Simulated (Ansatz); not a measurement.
Reaction (ligand exchange at the Si–O bond): `C[SiH](O)S` + H₂S → `C[SiH](S)S` + H₂O

Isolated molecules relaxed with PBE0-D4/def2-TZVP in Ansatz; ΔE leaves out vibrations. CBS: MP2 limit from def2 TZ/QZ plus the TZ coupled-cluster correction, frozen cores. This one scheme is used for every species. Functionals use def2-TZVPP. One conformer a species, not always the lowest.

`C[SiH](O)S`:

```xyz
10

C    -0.862    0.885   -0.615
Si    0.349   -0.460   -0.221
O    -0.500   -1.597    0.614
S     2.049    0.237    0.877
H    -0.386    1.667   -1.209
H    -1.706    0.480   -1.178
H    -1.250    1.335    0.302
H     0.979   -1.031   -1.441
H     0.006   -2.309    1.009
H     1.321    0.793    1.862
```

H₂S:

```xyz
3

S    -0.319   -0.121    0.517
H    -0.658    0.337   -0.697
H     0.976   -0.215    0.180
```

`C[SiH](S)S`:

```xyz
10

C    -0.239   -1.316    0.603
Si    0.504    0.216   -0.147
S    -0.037    1.816    1.164
S    -0.126    0.569   -2.159
H     0.150   -1.476    1.612
H    -1.326   -1.230    0.662
H     0.006   -2.187   -0.008
H     1.977    0.101   -0.286
H     0.511    2.773    0.397
H    -1.420    0.735   -1.837
```

H₂O:

```xyz
3

O     0.105   -0.235   -0.292
H    -0.318   -0.481    0.534
H     0.213    0.717   -0.243
```

CCSD(T)/CBS gives +36.3 kJ/mol.

Question: Another level gave +39.5 kJ/mol. Which?
A. BLYP-D4/def2-TZVPP
B. revPBE-D4/def2-TZVPP
C. BLYP/def2-TZVPP
D. PBE0-D4/def2-TZVPP

Answer: A. BLYP-D4 39.5, PBE0-D4 30.4, BLYP 47.4, revPBE-D4 26.0 kJ/mol.

Largest T1 diagnostic among the species: 0.011.

Leaving LDA and LC-ωPBE aside and taking each functional with its dispersion term where it has one, the values, not all of them listed here, spread over 22.4 kJ/mol, from revPBE-D4 to CAM-B3LYP-D4. LDA lies +3.7 kJ/mol from PBE without D4. In def2-TZVPP, CCSD(T) changes the Hartree–Fock value by −15.5 kJ/mol (the triples alone add −3.2 kJ/mol) and MP2 by −20.2 kJ/mol. At CCSD(T), def2-SVP lies +5.3 kJ/mol from the extrapolated value and def2-TZVPP +5.4 kJ/mol.
